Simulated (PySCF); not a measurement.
A calculated (UHF, PySCF 2.14, Sapporo-DKH3-DZP-2012, the spin-free X2C one-electron Hamiltonian (Gaussian nucleus)) atom or ion has these occupied shells.

```csv
shell,electrons,orbital energy (eV),"rms radius, mean of both spins (bohr)"
1s α,1,-6083.2,0.0734
1s β,1,-6083.2,0.0734
2s α,1,-766.51,0.316
2s β,1,-764.31,0.316
2p α,3,-647.82,0.287
2p β,3,-645.64,0.287
3s α,1,-135.04,0.953
3s β,1,-128.17,0.953
3p α,3,-100.22,1.02
3p β,3,-91.888,1.02
3d α,3,-50.238,1.20
```

Question: Name the element and its charge.

Answer: Cr³⁺ (chromium, charge +3), in [Ar] 3d3, high-spin 4F determinant.
